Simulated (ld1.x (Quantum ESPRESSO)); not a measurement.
# Before and after: TM potential for P

ld1.x (Quantum ESPRESSO) 7.5 input, shortened:

```
&input
   title='P', zed=15., rel=1, dft='PBE', iswitch=3,
   config='[Ne] 3s2 3p3'
 /
 &inputp
   pseudotype=2, tm=.true., lloc=-1, rcloc=1.55,
   nlcc=.true.
 /
2
3S  1  0   2.00   0.00  1.30  1.30  0.0
3P  2  1   3.00   0.00  1.60  1.60  0.0
 &test
   configts(1)='3s2 3p3'
 /
```

Change: local potential all-electron potential smoothed inside 0.92 bohr (lloc = -1).

Cutoffs: the cutoffs (Ry, on a coarse ladder) from which the occupation-weighted sum of valence levels, in a spherical-Bessel basis at the reference potential, stays within 10 and 1 mRy of its value at 400 Ry; they do not see the model core or the augmentation charge, which bear on the density cutoff. Errors are all-electron minus pseudo energies relative to the spin-unpolarised reference configuration.

Task: How do hardness, ghosts and transferability respond?

Result: The potential gets softer (35 Ry and 80 Ry → 21 Ry and 80 Ry); the s channel binds one level more than in the base; of the 7 tests that both files solve, the error grows in 5 and shrinks in 1 by more than 15 % and 0.3 meV (median size 3.9 → 7.8 meV); the range in which the s phases agree narrows (upper end 2.4 → -0.3); the range in which the p phases agree narrows (upper end 4.7 → 3.6); neither file shows a bound ghost.

| quantity | base | changed |
| --- | --- | --- |
| cutoff, loose | 35 Ry | 21 Ry |
| cutoff, tight | 80 Ry | 80 Ry |
| bound ghosts | none | none |
| error for 3s2 3p2, meV [ΔE 9.73 eV] | +3.9 | +7.8 |
| error for 3s2 3p1, meV [ΔE 28.88 eV] | +28 | +61 |
| error for 3s2 3p0, meV [ΔE 58.62 eV] | +97 | +252 |
| error for 3s0 3p5, meV [ΔE 17.20 eV] | -2.9 | -1.8 |
| error for 3s2 3p2.5, meV [ΔE 3.77 eV] | +0.6 | +1.2 |
| error for 3s1 3p3, meV [ΔE 18.85 eV] | +7.1 | +15 |
| error for 3s2 3p3.3, meV [ΔE -1.31 eV] | +0.2 | +0.3 |
| s: phases at 1.75 bohr within 0.05 rad from the reference energy up to (Ry; the scan ends near 5) | 2.4 | -0.3 |
| p: phases at 1.75 bohr within 0.05 rad from the reference energy up to (Ry; the scan ends near 5) | 4.7 | 3.6 |
